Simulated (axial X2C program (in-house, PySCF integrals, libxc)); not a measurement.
## Potential curves of MnN, with spin–orbit coupling

All values were computed with an axial X2C code built on PySCF integrals. Two-component (2c) means X2C with spin–orbit coupling and atomic mean-field two-electron Coulomb and Gaunt terms. Basis: Mn dyall-cv3z [9s10p6d3f2g], N dyall-av3z [7s7p3d2f] (cores contracted in-house); Gaussian nuclei, density fitting, unrestricted open shells. Masses: Mn 54.938 u, N 14.003 u.

State: Ω = 1 (⟨Sz⟩ = 2.00, ⟨Lz⟩ = -1.00 at PBE0). Energies in cm⁻¹ from the fragments at the same level (Mn + N). Fits are polynomials in 1 − R0/R over 0.85 to 1.23 times the lowest point R0.

| R (Å) | PBE0 |
| --- | --- |
| 1.4233 | -11005 |
| 1.4888 | -14224 |
| 1.5378 | -15527 |
| 1.5869 | -16180 |
| 1.6360 | -16350 |
| 1.6933 | -16093 |
| 1.7505 | -15471 |
| 1.8241 | -14289 |
| 1.9141 | -12453 |
| 2.0450 | -9365 |

The state is a single determinant with fixed occupations, the lowest that a limited PBE0 search found. Dissociation energies refer to the lowest single-determinant-based atoms at the same level and basis. Density functionals use the spin component along the axis (collinear). Other states lie close and PBE0, whose exact exchange favours high spin, may order them wrongly; the determinant shown need not be the ground state. The nearest other 2c determinant of the search, Ω = 3, lies 0.03 eV up at the distance of the search. The functionals have no current-density term, which raises determinants with orbital currents, atoms included. With several unpaired electrons one determinant need not be a pure state. Open-shell Ω = 0 determinants with evenly filled partner blocks cannot be reached by this program, so the Ω shown need not be the lowest component. The determinant is spin-polarised beyond a pure state at some levels (its spin-free form has ⟨S²⟩ too high), which makes Re and μ there less reliable.

Task: Fit the PBE0 curve near its minimum: give the equilibrium distance, the harmonic wavenumber and the well depth.

Result: At PBE0, 2c: Re = 1.632 Å, ωe ≈ 681 cm⁻¹, De = 2.03 eV to Mn + N; Be follows as 0.567 cm⁻¹.
